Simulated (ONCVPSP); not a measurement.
gallium: variants of one ONCV potential

Base potential:

- Element: gallium (Ga)
- Generator: ONCVPSP 4.0.1
- Type: optimised norm-conserving Vanderbilt (ONCV)
- Functional: PBE
- Relativity: fully relativistic
- Frozen core: [Ar]
- Valence charge: 13
- Reference configuration: 3d10 4s2 (charge +1)
- Partial waves: 4s: rc 2.00 bohr, ncon 3, nbas 7, qcut 2.8 1/bohr, 2 projectors, debl 2.2 Ha; p scattering state at 0.02 Ha: rc 2.10 bohr, ncon 4, nbas 8, qcut 3.5 1/bohr, 2 projectors, debl 3.7 Ha; 3d: rc 1.25 bohr, ncon 4, nbas 9, qcut 14.6 1/bohr, 2 projectors, debl 3.1 Ha
- Local potential: polynomial inside 0.85 bohr (lpopt 5, dvloc0 0 Ha)
- Core correction: none

Open shells are filled in proportion to 2j + 1.

In the p channel the program set the typed energies aside and used 0.050, 3.750 Ha (j = l + 1/2; the other j can differ).

All-electron outer shells of the reference configuration (PBE, scalar-relativistic, ld1.x):

| shell | level (eV) | outermost node (bohr) | outermost maximum (bohr) |
| --- | --- | --- | --- |
| 3p | -107.14 | 0.24 | 0.56 |
| 3d | -27.42 | – | 0.53 |
| 4s | -16.33 | 0.80 | 1.85 |

Cutoffs, loose and tight: the cutoffs (Ha) at which the residual kinetic energy of the hardest occupied pseudo-wave falls to 1 and 0.1 mHa per electron. They do not see the model core or the augmentation charge, which bear on the density cutoff. Test errors are all-electron minus pseudo excitation energies from the reference, over the configurations 3d10 4s2 4p1; 3d10 4s1; 3d10 4s0; 3d10 4s1 4p2. A dash means not determined; rows that change the core or the reference have their own tests. The largest error is taken over the tests solved by every variant that gives reliable tests at all: 3d10 4s1; 3d10 4s1 4p2; 3d10 4s2 4p1.

A true bound ghost makes a file unfit for plane-wave use even where its test errors are small: the radial tests pick states by their node count and pass the ghost by.

```csv
change,outcome,"cutoff, loose","cutoff, tight",bound ghosts,GHOST(+) flags above zero,largest test error (meV)
base,"generated, projector energies reset by the program",77 Ha,86 Ha,s,"p3/2, p1/2",+5.7
"all radii scaled by about 0.77 (s 1.54, p 1.62, d 0.96 bohr); local potential polynomial inside 0.66 bohr (lpopt 5, dvloc0 0 Ha)","generated, projector energies reset by the program",94 Ha,107 Ha,s,"p3/2, p1/2",+16
"all radii scaled by about 0.85 (s 1.70, p 1.80, d 1.06 bohr); local potential polynomial inside 0.72 bohr (lpopt 5, dvloc0 0 Ha)","generated, projector energies reset by the program",88 Ha,97 Ha,s,"p3/2, p1/2",+15
"all radii scaled by about 0.89 (s 1.78, p 1.88, d 1.12 bohr); local potential polynomial inside 0.76 bohr (lpopt 5, dvloc0 0 Ha)","generated, projector energies reset by the program",84 Ha,93 Ha,s,"p3/2, p1/2",+14
"all radii scaled by about 0.95 (s 1.90, p 2.00, d 1.20 bohr); local potential polynomial inside 0.80 bohr (lpopt 5, dvloc0 0 Ha)","generated, projector energies reset by the program",79 Ha,88 Ha,s,"p3/2, p1/2",+11
"all radii scaled by about 1.08 (s 2.16, p 2.28, d 1.36 bohr); local potential polynomial inside 0.92 bohr (lpopt 5, dvloc0 0 Ha)","generated, projector energies reset by the program",71 Ha,80 Ha,s,"p3/2, p1/2",-7.4
"all radii scaled by about 1.15 (s 2.30, p 2.42, d 1.44 bohr); local potential polynomial inside 0.98 bohr (lpopt 5, dvloc0 0 Ha)","generated, projector energies reset by the program",67 Ha,77 Ha,s,"p3/2, p1/2",+13
"all radii scaled by about 1.21 (s 2.42, p 2.54, d 1.52 bohr); local potential polynomial inside 1.04 bohr (lpopt 5, dvloc0 0 Ha)","generated, projector energies reset by the program",63 Ha,71 Ha,none,"s, p3/2, p1/2",-26
"all radii scaled by about 1.24 (s 2.48, p 2.60, d 1.56 bohr); local potential polynomial inside 1.06 bohr (lpopt 5, dvloc0 0 Ha)","generated, projector energies reset by the program",60 Ha,69 Ha,none,"s, p3/2, p1/2",-32
"all radii scaled by about 1.32 (s 2.64, p 2.78, d 1.66 bohr); local potential polynomial inside 1.12 bohr (lpopt 5, dvloc0 0 Ha)","generated, projector energies reset by the program",62 Ha,71 Ha,none,"s, p3/2, p1/2",-49
```

Reading the sweep of the scale of all radii (base = 1) (base included, trends over the rows without a ghost): Bound ghosts are found at 0.77, 0.85, 0.89, 0.95, 1, 1.08, 1.15.
